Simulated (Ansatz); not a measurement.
Consider the ligand exchange at the Si–C bond: `O[SiH2]C[SiH2]O` + `[SiH3][SeH]` → `O[SiH2][Se][SiH3]` + `C[SiH2]O`.

Calculated with Ansatz (gas phase, PBE0-D4/def2-TZVP geometries, no zero-point term in ΔE). CCSD(T)/CBS adds triple-zeta CCSD(T) − MP2 to the extrapolated MP2 energy (def2 sets, frozen cores). This one scheme is used for every species. Functionals use def2-TZVPP. For Se outer-core shells are correlated without core-valence functions, which leaves a few kJ/mol of doubt a bond. Scalar relativity is left out up to krypton. Each species was taken in one conformer, which may not be the lowest.

`O[SiH2]C[SiH2]O`:

Z-matrix (Å, degrees):
```
Si
C 1 1.875
O 1 1.643 2 110.3
H 1 1.484 2 111.3 3 118.3
H 1 1.492 2 107.8 3 -122.7
Si 2 1.853 1 113.2 3 58.9
H 2 1.096 1 109.1 3 179.8
H 2 1.095 1 108.8 3 -63.2
H 3 0.965 1 113.1 2 -40.7
O 6 1.666 2 105.6 1 -43.1
H 6 1.489 2 113.0 1 -162.7
H 6 1.489 2 110.9 1 75.8
H 10 0.958 6 117.9 2 -178.4
```

`[SiH3][SeH]`:

Z-matrix (Å, degrees):
```
Si
Se 1 2.279
H 1 1.484 2 111.4
H 1 1.484 2 111.5 3 -122.1
H 1 1.483 2 104.9 3 119.0
H 2 1.469 1 93.0 3 60.4
```

`O[SiH2][Se][SiH3]`:

Z-matrix (Å, degrees):
```
Si
Se 1 2.280
O 1 1.640 2 112.7
H 1 1.488 2 106.8 3 -122.9
H 1 1.477 2 108.8 3 116.7
Si 2 2.278 1 93.9 3 100.1
H 3 0.959 1 117.7 2 -48.4
H 6 1.486 2 110.6 1 -51.1
H 6 1.483 2 111.3 1 70.0
H 6 1.483 2 106.5 1 -170.1
```

`C[SiH2]O`:

Z-matrix (Å, degrees):
```
C
Si 1 1.863
H 1 1.093 2 111.0
H 1 1.094 2 110.2 3 119.8
H 1 1.093 2 111.5 3 -120.7
O 2 1.652 1 112.6 3 57.7
H 2 1.492 1 108.9 3 -179.5
H 2 1.483 1 110.6 3 -59.4
H 6 0.957 2 117.7 1 68.6
```

```csv
species,ωB97M-V energy (Eh)
`O[SiH2]C[SiH2]O`,-772.45047
`[SiH3][SeH]`,-2693.30393
`O[SiH2][Se][SiH3]`,-3059.30672
`C[SiH2]O`,-406.46643
```

Question: Work out ΔE.

Answer: ΔE = (-3059.30672) + (-406.46643) − (-772.45047) − (-2693.30393) = -0.01875 Eh = -49.2 kJ/mol. CCSD(T)/CBS gives -53.2 kJ/mol.

Largest T1 diagnostic among the species: 0.011.
